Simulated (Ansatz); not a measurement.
Input and output for `CC(C)(C)[O][Cu]`.

```yaml
crystal:
  periodic: [false, false, false]
  atoms:
    - {symbol: C, position_ang: [-0.479295, -0.597002, 1.207171]}
    - {symbol: C, position_ang: [0.123129, 0.195742, 0.050099]}
    - {symbol: C, position_ang: [1.452909, -0.434920, -0.367193]}
    - {symbol: C, position_ang: [-0.839093, 0.194011, -1.134930]}
    - {symbol: O, position_ang: [0.424519, 1.502917, 0.445266]}
    - {symbol: Cu, position_ang: [-0.898780, 2.580619, 1.012134]}
    - {symbol: H, position_ang: [0.193122, -0.567821, 2.067299]}
    - {symbol: H, position_ang: [-0.664797, -1.641843, 0.941528]}
    - {symbol: H, position_ang: [-1.434934, -0.148811, 1.505704]}
    - {symbol: H, position_ang: [1.893607, 0.139705, -1.184089]}
    - {symbol: H, position_ang: [1.318652, -1.468926, -0.695697]}
    - {symbol: H, position_ang: [2.148424, -0.420192, 0.474094]}
    - {symbol: H, position_ang: [-0.424199, 0.789398, -1.951134]}
    - {symbol: H, position_ang: [-1.040426, -0.815952, -1.503859]}
    - {symbol: H, position_ang: [-1.794840, 0.642375, -0.836994]}
basis:
  gaussian: {orbitals: cc-pVTZ, nuclear_model: gaussian, point_charges: [{charge: 0.50, position_ang: [5.899, 0.807, -0.230]}]}
total_charge: 1
magnetization: {spin_polarized: true, initial_magnetization: 1}
hamiltonian: {xc: {name: B2GP-PLYP}}
output: {forces: true}
```

```sh
$ ansatz run in.yaml --threads 2 --pin off --events-out ev --progress --plain --max-ram 22528MiB --backend cuda --devices 0, --max-vram 18GiB
```

It prints (some lines left out):

```
Functional definition: B2GP-PLYP
2056 factors; integrals over basis functions are off by at most 9.9e-4 eV
mean field evaluation 1: about -50927.1620 eV, gradient 8.5e1 eV
mean field evaluation 2: about -50927.3124 eV, gradient 8.5e1 eV
mean field evaluation 4: about -50941.0978 eV, gradient 2.7e1 eV
mean field evaluation 8: about -50943.7415 eV, gradient 1.1e0 eV
mean field evaluation 16: about -50943.7677 eV, gradient 2.1e-2 eV
mean field evaluation 32: about -50943.7677 eV, gradient 1.2e-4 eV
mean field -50943.76771303 eV, -1872.1489325280 hartree, gradient 4.3e-6 eV, S^2 0.759611; 2 other end points of the search recorded, 0 dependent functions left out
10 core orbitals not correlated: weight in the atoms' cores, before any rotation towards them, 1.000 or more for the frozen orbitals, at most 0.000 for the correlated occupied ones
reference -50943.76784623 eV, -1872.1489374227 hartree; 25, 24 occupied and 309, 310 virtual orbitals, 2056 factors
second order -55.29761394 eV of doubles, -0.00000000 eV of singles
Total energy: -50963.67498724 eV, -1872.8805113616 hartree
Atom 0 at    -0.479295    -0.597002     1.207171 Å, force    -0.446729     0.499676     1.020322 eV/Å
Atom 1 at     0.123129     0.195742     0.050099 Å, force     1.538914    -1.617530    -0.783197 eV/Å
Atom 2 at     1.452909    -0.434920    -0.367193 Å, force     0.253579    -0.062739    -0.073709 eV/Å
Atom 3 at    -0.839093     0.194011    -1.134930 Å, force    -0.655265     0.962699    -0.359125 eV/Å
Atom 4 at     0.424519     1.502917     0.445266 Å, force    -0.411829    -0.456187    -0.084875 eV/Å
Atom 5 at    -0.898780     2.580619     1.012134 Å, force    -0.577107     0.686299     0.314906 eV/Å
Atom 6 at     0.193122    -0.567821     2.067299 Å, force    -0.131017    -0.100586    -0.130757 eV/Å
Atom 7 at    -0.664797    -1.641843     0.941528 Å, force     0.163393     0.373149    -0.217828 eV/Å
Atom 8 at    -1.434934    -0.148811     1.505704 Å, force     0.099302    -0.194229     0.005301 eV/Å
Atom 9 at     1.893607     0.139705    -1.184089 Å, force    -0.086639    -0.138841     0.060707 eV/Å
Atom 10 at     1.318652    -1.468926    -0.695697 Å, force     0.014197     0.262053     0.087064 eV/Å
Atom 11 at     2.148424    -0.420192     0.474094 Å, force    -0.116580    -0.082608    -0.098039 eV/Å
Atom 12 at    -0.424199     0.789398    -1.951134 Å, force    -0.098176    -0.171083     0.075483 eV/Å
Atom 13 at    -1.040426    -0.815952    -1.503859 Å, force     0.249308     0.183848     0.341565 eV/Å
Atom 14 at    -1.794840     0.642375    -0.836994 Å, force     0.076113    -0.143070    -0.144504 eV/Å
Dipole moment:    -0.639110     0.368614     0.213758 e Å
```

It took 26 s on 2 threads of an AMD EPYC 7R13 on a shared host and a share of an NVIDIA H100 80 GB, with 2.4 GiB of host memory at the peak.
